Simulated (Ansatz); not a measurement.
Reaction (redistribution): `O[Si](O)(Cl)[SiH](Cl)Cl` + `F[SiH2]F` → `F[SiH2][SiH](Cl)Cl` + `O[Si](O)(F)Cl`

Program: Ansatz. Geometries: PBE0-D4/def2-TZVP. ΔE: electronic, gas phase. CBS: MP2 limit from def2 TZ/QZ plus the TZ coupled-cluster correction, frozen cores. This one scheme is used for every species. Functionals use def2-TZVPP. B3LYP here is the variant with VWN-RPA as its local correlation; programs differ in this. One conformer a species, not always the lowest.

```json
{"level": "PBE-D4", "ΔE (kJ/mol)": "6.3", "difference from CCSD(T)/CBS": "1.8"}
{"level": "r2SCAN-D4", "ΔE (kJ/mol)": "1.9", "difference from CCSD(T)/CBS": "-2.6"}
{"level": "PBE0-D4", "ΔE (kJ/mol)": "3.5", "difference from CCSD(T)/CBS": "-1.0"}
{"level": "B3LYP-D4", "ΔE (kJ/mol)": "7.5", "difference from CCSD(T)/CBS": "3.0"}
{"level": "ωB97X-V", "ΔE (kJ/mol)": "3.1", "difference from CCSD(T)/CBS": "-1.4"}
{"level": "ωB97M-V", "ΔE (kJ/mol)": "3.5", "difference from CCSD(T)/CBS": "-1.0"}
{"level": "B2PLYP", "ΔE (kJ/mol)": "3.2", "difference from CCSD(T)/CBS": "-1.3"}
{"level": "PBE", "ΔE (kJ/mol)": "1.7", "difference from CCSD(T)/CBS": "-2.8"}
{"level": "r2SCAN", "ΔE (kJ/mol)": "0.3", "difference from CCSD(T)/CBS": "-4.2"}
{"level": "PBE0", "ΔE (kJ/mol)": "-0.9", "difference from CCSD(T)/CBS": "-5.4"}
{"level": "B3LYP", "ΔE (kJ/mol)": "0.4", "difference from CCSD(T)/CBS": "-4.1"}
{"level": "HF/def2-TZVPP", "ΔE (kJ/mol)": "-4.2", "difference from CCSD(T)/CBS": "-8.7"}
{"level": "MP2/def2-TZVPP", "ΔE (kJ/mol)": "8.1", "difference from CCSD(T)/CBS": "3.6"}
{"level": "SCS-MP2/def2-TZVPP", "ΔE (kJ/mol)": "6.6", "difference from CCSD(T)/CBS": "2.1"}
{"level": "CCSD/def2-TZVPP", "ΔE (kJ/mol)": "1.6", "difference from CCSD(T)/CBS": "-2.9"}
{"level": "CCSD(T)/def2-TZVPP", "ΔE (kJ/mol)": "3.6", "difference from CCSD(T)/CBS": "-0.9"}
{"level": "HF/def2-QZVPP", "ΔE (kJ/mol)": "-4.4", "difference from CCSD(T)/CBS": "-8.9"}
{"level": "MP2/def2-QZVPP", "ΔE (kJ/mol)": "8.5", "difference from CCSD(T)/CBS": "4.0"}
{"level": "SCS-MP2/def2-QZVPP", "ΔE (kJ/mol)": "6.9", "difference from CCSD(T)/CBS": "2.4"}
{"level": "HF/CBS(def2)", "ΔE (kJ/mol)": "-4.4", "difference from CCSD(T)/CBS": "-8.9"}
{"level": "MP2/CBS(def2)", "ΔE (kJ/mol)": "9.0", "difference from CCSD(T)/CBS": "4.5"}
{"level": "CCSD/CBS(def2)", "ΔE (kJ/mol)": "2.5", "difference from CCSD(T)/CBS": "-2.0"}
{"level": "CCSD(T)/CBS", "ΔE (kJ/mol)": "4.5", "difference from CCSD(T)/CBS": "0"}
```

Largest T1 diagnostic among the species: 0.012.

The D4 term adds +7.1 kJ/mol with B3LYP and +4.4 kJ/mol with PBE0; it sums over pairs of atoms, weighted by their polarisabilities, and B3LYP, whose exchange is more repulsive, gets the larger term. In def2-TZVPP, CCSD(T) changes the Hartree–Fock value by +7.8 kJ/mol (the triples alone add +2.0 kJ/mol) and MP2 by +12.3 kJ/mol.
